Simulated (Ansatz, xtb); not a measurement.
## AlHO2SSi: 3 structures ranked

3 gas-phase structures of AlHO2SSi, found in a search over its isomers (lower ones may exist). Each was relaxed with GFN2-xTB:

A. `[OH][Al]1[O][Si]1=S`, a singlet
B. a singlet given by its coordinates
C. a singlet given by its coordinates

B (Å):

```xyz
6

Al   -0.6964    0.1958    0.0125
O    -2.2460    0.5116   -0.3856
O     0.5064   -0.5500   -1.0198
S     0.6855    0.4114    1.7001
Si    1.8131   -0.5910   -0.0754
H    -3.1420    0.6814   -0.6365
```

Close contacts (Å): Al1–O2 1.63, Al1–O3 1.75, Al1–S4 2.19, Al1–Si5 2.63, O3–Si5 1.61, S4–Si5 2.33, O2–H6 0.95.

C (Å):

```yaml
atoms:
  - { symbol: Al, position_ang: [0.7374, 0.4329, 0.8903] }
  - { symbol: O, position_ang: [-2.8888, -0.8798, -0.4419] }
  - { symbol: O, position_ang: [-0.9566, 0.7916, 0.8102] }
  - { symbol: S, position_ang: [0.4343, -1.4779, -0.2263] }
  - { symbol: Si, position_ang: [-1.4998, -0.5090, -0.0044] }
  - { symbol: H, position_ang: [1.7441, 1.3261, 1.5561] }
```

Close contacts (Å): Al1–O3 1.73, Al1–S4 2.23, Al1–Si5 2.59, O2–Si5 1.50, O3–Si5 1.63, S4–Si5 2.17, Al1–H6 1.50.

Make a reasoned guess at their ranking by r2SCAN-D4/def2-SVP single-point energy.

Calculated order at r2SCAN-D4/def2-SVP: B (0.0), C (17.2), A (39.0) kcal/mol.

Energies above the lowest of each column, in kcal/mol; the last columns are at B3LYP/6-31G* geometries and were run for some of them only (a dash: not run or not comparable):

```csv
structure,GFN2-xTB,HF/STO-3G,r2SCAN-D4/def2-SVP,B3LYP/6-31G*,CCSD(T)/def2-SVP + ΔMP2/def2-TZVPP
B,1.3,0.0,0.0,0.0,0.0
C,0.0,24.7,17.2,16.1,17.2
A,30.3,103.0,39.0,–,–
```

CCSD(T)/def2-SVP + ΔMP2/def2-TZVPP puts B lowest of those it was run on; GFN2-xTB picks C. Some further structures that were screened fall inside this span and aren't listed. Flexible structures stand in one conformer each, not always the lowest. Frequencies (B3LYP/6-31G*) were run for B, C alone. The ΔMP2 step shifts differences by up to 4.1 kcal/mol, which makes them less sure. Large T1 diagnostics make some coupled-cluster values less sure. ΔMP2 is the change of the MP2 energy from the smaller to the larger basis.

Programs: Ansatz 0.2.0, xtb 6.7.1 (Pople sets with spherical d functions).
